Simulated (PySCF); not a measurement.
# Distorted geometries of [Yb(H2O)4]3+

[Yb(H2O)4]3+ (singlet in the valence; each metal's 4f electrons, 13 of them, lie in its core potential, out of spins and levels). PySCF 2.14.0, RKS r2SCAN, Yb lcecp-1-SVP with ECP59, O def2-SVP, H def2-SVP; non-relativistic Hamiltonian with scalar-relativistic core potentials where named; density fitting; no spin-orbit coupling. Relaxed geometry:

```xyz
13

Yb    0.0000    0.0000    0.0000
O     1.3356    1.2970    1.2277
H     2.1468    1.0408    1.7295
H     1.2629    2.2672    1.3976
O    -1.3357   -1.2277    1.2970
H    -1.2628   -1.3978    2.2673
H    -2.1469   -1.7294    1.0408
O     1.3356   -1.2970   -1.2277
H     1.2629   -2.2672   -1.3976
H     2.1468   -1.0408   -1.7295
O    -1.3357    1.2277   -1.2970
H    -2.1469    1.7294   -1.0408
H    -1.2628    1.3978   -2.2673
```

Question: Order these distorted geometries by energy above the relaxed one, lowest first.
A.
```xyz
13

Yb    0.0240    0.0009    0.0645
O     1.3144    1.2974    1.2132
H     2.0715    1.0843    1.7343
H     1.3395    2.2417    1.4043
O    -1.3896   -1.2110    1.2621
H    -1.3123   -1.3990    2.3097
H    -2.1070   -1.7316    1.0154
O     1.3873   -1.2816   -1.2719
H     1.2600   -2.2413   -1.3492
H     2.1224   -1.0826   -1.7624
O    -1.3483    1.1709   -1.3251
H    -2.1217    1.7221   -1.0056
H    -1.2403    1.4299   -2.2893
```
B.
```xyz
13

Yb    0.0033   -0.0016   -0.0080
O     1.3307    1.2907    1.2817
H     2.1852    1.0382    1.6774
H     1.2344    2.2788    1.4163
O    -1.3536   -1.2622    1.2966
H    -1.2359   -1.4317    2.2809
H    -2.1660   -1.7095    1.0610
O     1.3641   -1.3043   -1.3213
H     1.2345   -2.2306   -1.3767
H     2.1434   -1.0578   -1.7438
O    -1.3466    1.2403   -1.2667
H    -2.1532    1.7577   -1.0238
H    -1.2403    1.3921   -2.2736
```
C.
```xyz
13

Yb   -0.0106    0.1254    0.1370
O     1.3486    1.3454    1.4226
H     2.0212    1.1729    1.7733
H     1.5079    2.0809    1.4264
O    -1.5826   -1.2567    1.1524
H    -1.1626   -1.2783    2.2339
H    -2.3820   -1.4898    0.9927
O     1.4605   -1.4508   -0.9505
H     1.3160   -2.3172   -1.3147
H     2.3273   -1.0631   -1.8523
O    -1.2236    1.3884   -1.3675
H    -2.1516    1.5189   -1.3654
H    -1.4684    1.2241   -2.2880
```

Answer: B (0.34 eV), A (0.66 eV), C (8.28 eV).

Question: Which forces (eV/Å) act in the one that lies 0.66 eV up?

Answer: 
```
Yb  -0.41 -0.34 -1.31
O   -0.92  0.18 -0.57
H    2.03 -1.30  1.23
H   -0.63  1.56 -0.20
O    3.37  1.57  3.88
H   -0.31  0.46 -2.62
H   -3.07 -2.13 -1.11
O   -4.33 -0.25  3.22
H    0.10 -0.66 -0.25
H    3.91  1.06 -2.64
O    0.01  0.53  0.09
H    0.43 -0.41 -0.42
H   -0.17 -0.27  0.69
```
Forces carry noise of the integration grid, about 0.01 to 0.03 eV/Å.

No frequency check is given that shows the relaxed geometry to be a minimum. An lcecp potential fixes the number of 4f electrons, so in runs with it no electron can move into or out of that shell.
